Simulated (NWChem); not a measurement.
# SiH cation, singlet

Computed with NWChem. Low-valent species are run as closed-shell singlets; no triplet was tried in these runs. Structure relaxed at the PBE0-D3(BJ)/def2-TZVP level. Core excitations by TDA in a window of 1s orbitals, non-relativistic and unshifted: absolute energies depend strongly on the exact-exchange share.

Estimate the computed values for Si K edge, B3LYP/def2-TZVP. Quantities: first 1s excitation (eV); dipole oscillator strength of the first; first state with f > 0.002 (eV); dipole oscillator strength of that state.

The first 1s excitation (eV) is 1796.3 and the dipole oscillator strength of the first is 0.0086. The first state with f > 0.002 (eV) is 1796.3 and the dipole oscillator strength of that state comes out as 0.0086.
